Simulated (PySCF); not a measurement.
A structure optimised at PBE0-D3(BJ)/def2-SVP, used in a PySCF frequency run:

```
O
C 1 1.4041
H 2 1.1028 1 112.61
H 2 1.1028 3 110.08 1 -126.57
C 1 1.4041 2 102.91 3 117.40
H 5 1.1028 1 112.61 2 -117.40
H 5 1.1028 6 110.08 1 126.57
Se 5 1.9790 6 113.01 7 127.40
```
Charge 0, spin multiplicity 1.

Task: Write its SMILES, formula and point group.

Result: C1OC[Se]1, C2H4OSe, C2v

Task: What are its rotational constants (standard atomic weights)?

Result: 11.430, 4.1767, 3.1860 GHz
